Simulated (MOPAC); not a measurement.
A run for MOPAC: PM6 on BO, 2S+1 = 2, a point of a bond scan (R = 2.404 Å).

```
PM6 1SCF PRECISE CHARGE=0 UHF MS=0.5 THREADS=1
BO

B     -0.00000000 1    -0.00000000 1    -0.73974202 1
O      0.00000000 1     0.00000000 1     1.66441954 1
```

It printed:

```
*******************************************************************************
 **                                                                           **
 **                              MOPAC v23.2.5                                **
 **                                                                           **
 *******************************************************************************
 ** MOPAC's Digital Object Identifier: https://doi.org/10.5281/zenodo.6511958 **
 **                                                                           **
 ** Please cite the open-source release paper for use of this MOPAC version:  **
 ** J. E. Moussa and J. J. P. Stewart (2026)                                  **
 ** MOPAC: An open-source semiempirical molecular orbital program             **
 ** J. Open Source Softw., 11(119), 8025, https://doi.org/10.21105/joss.08025 **
 *******************************************************************************

                              PM6 CALCULATION RESULTS

 *******************************************************************************
 *  PM6        - The PM6 Hamiltonian to be used
 *  UHF        - UNRESTRICTED HARTREE-FOCK CALCULATION
 *
 *
 *
 *                 CHARGE ON SYSTEM = 0
 *
 *
 *
 *  MS=        - IN MECI, MAGNETIC COMPONENT OF SPIN =  0.5
 *  PRECISE    - TIGHTER CRITERIA TO BE USED
 *  1SCF       - DO 1 SCF AND THEN STOP
 *  THREADS=1  - MULTI-THREADING NOT USED
 *  T=         - A TIME OF 172800.0 SECONDS REQUESTED
 *  DUMP=N     - RESTART FILE WRITTEN EVERY 7200.0 SECONDS REQUESTED
 *******************************************************************************
PM6 1SCF PRECISE CHARGE=0 UHF MS=0.5 THREADS=1
 BO

   ATOM   CHEMICAL          X               Y               Z
  NUMBER   SYMBOL      (ANGSTROMS)     (ANGSTROMS)     (ANGSTROMS)

     1       B         -0.00000000  *  -0.00000000  *  -0.73974202  *
     2       O          0.00000000  *   0.00000000  *   1.66441954  *



          CARTESIAN COORDINATES

    NO.       ATOM           X           Y           Z

     1         B         -0.0000     -0.0000     -0.7397
     2         O          0.0000      0.0000      1.6644

 General Reference for PM6:
 "Optimization of Parameters for Semiempirical Methods V: Modification of NDDO Approximations
 and Application to 70 Elements", J. J. P. Stewart, J. Mol. Mod., 13, 1173-1213 (2007)
 URL: https://link.springer.com/article/10.1007/s00894-007-0233-4

           Empirical Formula: O B  =     2 atoms



      MOLECULAR POINT GROUP   :   C*v


          UHF CALCULATION, NO. OF ALPHA ELECTRONS =    5
                           NO. OF BETA  ELECTRONS =    4

 -------------------------------------------------------------------------------
 PM6 1SCF PRECISE CHARGE=0 UHF MS=0.5 THREADS=1
 BO



     1SCF WAS SPECIFIED, SO BFGS WAS NOT USED
     SCF FIELD WAS ACHIEVED


                              PM6 CALCULATION
                                                       MOPAC v23.2.5 Linux




          FINAL HEAT OF FORMATION =        184.44774 KCAL/MOL =     771.72935 KJ/MOL


          COSMO AREA              =         72.87 SQUARE ANGSTROMS
          COSMO VOLUME            =         53.42 CUBIC ANGSTROMS

          IONIZATION POTENTIAL    =          6.725583 EV
          ALPHA SOMO LUMO (EV)    =         -8.816 -0.668
          BETA  SOMO LUMO (EV)    =         -6.726 -1.021
          NO. OF ALPHA ELECTRONS  =          5
          NO. OF BETA  ELECTRONS  =          4
          MOLECULAR WEIGHT        =         26.8094         POINT GROUP:  C*v

          MOLECULAR DIMENSIONS (Angstroms)

            Atom       Atom       Distance
            O     2    B     1     2.40416
            O     2    B     1     0.00000
            B     1    O     2     0.00000


          SCF CALCULATIONS        =          1





   ATOM   CHEMICAL          X               Y               Z
  NUMBER   SYMBOL      (ANGSTROMS)     (ANGSTROMS)     (ANGSTROMS)

     1       B         -0.00000000  *  -0.00000000  *  -0.73974202  *
     2       O          0.00000000  *   0.00000000  *   1.66441954  *

                             CARTESIAN COORDINATES

   1    B       -0.000000000    -0.000000000    -0.739742020
   2    O        0.000000000     0.000000000     1.664419540


           Empirical Formula: O B  =     2 atoms



      MOLECULAR POINT GROUP   :   C*v


          ALPHA EIGENVALUES
 -23.25162 -13.10072 -11.65400  -8.81600  -8.81600  -0.66794  -0.66794  -0.21576


           BETA EIGENVALUES
 -17.95823 -12.66792  -6.72558  -6.72558  -1.02126  -0.79133  -0.79133   2.14969


              NET ATOMIC CHARGES AND DIPOLE CONTRIBUTIONS

  ATOM NO.   TYPE          CHARGE      No. of ELECS.   s-Pop       p-Pop
    1          B           0.831886        2.1681     1.98263     0.18548
    2          O          -0.831886        6.8319     1.99311     4.83878
 DIPOLE           X         Y         Z       TOTAL
 POINT-CHG.     0.000     0.000    -9.606     9.606
 HYBRID        -0.000    -0.000     0.753     0.753
 SUM           -0.000    -0.000    -8.853     8.853


          ATOMIC ORBITAL ELECTRON POPULATIONS

     Atom    s        px        py        pz
    1  B   1.98263   0.06432   0.06432   0.05685
    2  O   1.99311   1.93568   1.93568   0.96741


                    (SZ)    =    0.500000
                    (S**2)  =    0.807278


          ATOMIC ORBITAL SPIN POPULATIONS

    Atom   Total    s     px     py     pz
         Atomic
    1  B -0.0645 -0.004 -0.053 -0.053  0.045
    2  O  1.0645  0.003  0.053  0.053  0.956

 **********************
 *                    *
 * JOB ENDED NORMALLY *
 *                    *
 **********************




 == MOPAC DONE ==
```

The run finished.

Cost: roughly 0.020 core-seconds.
